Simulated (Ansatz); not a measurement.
Correlation energies of C7H14FHfN3 (`C[N](C)[Hf]1234([NH2])([NH2])[C@@H]5[C@H]1[C@H]2[C@@]3(F)[C@@H]54`) by basis set

```xyz
26

C    -0.9354   -1.1404    2.1794
N    -1.1098   -0.0114    1.2983
C    -1.8051    1.0718    1.9457
Hf   -0.2349   -0.0537   -0.5512
N    -1.0574   -1.7740   -1.3180
N    -1.0244    1.5894   -1.4816
C     2.0403   -1.1071   -0.8352
C     2.1062   -0.2360    0.2711
C     2.0203    1.0967   -0.2086
C     1.9288    1.0107   -1.6045
F     1.8509    2.0595   -2.4218
C     1.9128   -0.3299   -2.0123
H    -0.3467   -0.8825    3.0741
H    -0.4238   -1.9639    1.6693
H    -1.9023   -1.5325    2.5306
H    -2.8011    0.7575    2.2941
H    -1.9341    1.9069    1.2555
H    -1.2598    1.4396    2.8292
H    -1.9413   -2.1389   -0.9901
H    -0.7336   -2.3535   -2.0776
H    -0.5267    2.3722   -1.8807
H    -1.9764    1.6104   -1.8226
H     2.0716   -2.1854   -0.7959
H     2.2138   -0.5252    1.3061
H     2.0384    2.0048    0.3749
H     1.8296   -0.6852   -3.0280
```

Total charge 0; spin multiplicity 1. Correlated methods include outer-core shells of Hf, which these sets cover unevenly. Hf takes the def2 core potential. The geometry is a stationary point of PBE0-D4/def2-TZVP. It is one conformer, not always the lowest. Frozen core, restricted reference, Ansatz.

| basis | HF (Eh) | MP2 corr. | CCSD corr. | (T) | CCSD(T) total |
| --- | --- | --- | --- | --- | --- |
| def2-SVP | -583.17857 | -1.90475 | -1.97452 | -0.07236 | -585.22545 |
| def2-TZVPP | -583.81673 | -2.40095 | -2.43837 | -0.11269 | -586.36779 |
| def2-QZVPP | -583.84141 | -2.58872 | – | – | – |
